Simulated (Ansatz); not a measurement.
Start from `C[N]=[W](=[O])([OH])[N](C)C` and change one atom or group to get `C[N]=[W](=[O])([N](C)C)[N](C)C`.

Ansatz, PBE0-D4/def2-TZVP geometries, multiplicity 1. Each molecule was computed in one conformer, which needn't be the lowest.

Elements past krypton have def2 core potentials.

```csv
property,`C[N]=[W](=[O])([OH])[N](C)C`
HOMO–LUMO gap (ωB97M-V/def2-TZVPP) / eV,10.44
size of the dipole moment (PBE/def2-TZVPP) / D,3.45
LUMO energy (ωB97M-V/def2-TZVPP) / eV,1.37
HOMO–LUMO gap (PBE/def2-TZVPP) / eV,4.20
HOMO energy (ωB97M-V/def2-TZVPP) / eV,-9.07
size of the dipole moment (ωB97M-V/def2-TZVPP) / D,3.57
```

Task: Give the same properties after the change, and the shifts. (An estimate is asked.)

Result: The calculation gave: 
| property | `C[N]=[W](=[O])([N](C)C)[N](C)C` | shift |
| --- | --- | --- |
| HOMO–LUMO gap (ωB97M-V/def2-TZVPP) / eV | 9.89 | -0.55 |
| size of the dipole moment (PBE/def2-TZVPP) / D | 2.90 | -0.55 |
| LUMO energy (ωB97M-V/def2-TZVPP) / eV | 1.55 | 0.18 |
| HOMO–LUMO gap (PBE/def2-TZVPP) / eV | 3.81 | -0.39 |
| HOMO energy (ωB97M-V/def2-TZVPP) / eV | -8.34 | 0.73 |
| size of the dipole moment (ωB97M-V/def2-TZVPP) / D | 3.02 | -0.55 |

With PBE0 the HOMO rises by 0.66 eV and the LUMO rises by 0.22 eV, so the gap narrows by about 0.44 eV. PBE moves the HOMO by 0.58 eV and ωB97M-V by 0.73 eV. Dipoles are sizes alone; their direction can turn.
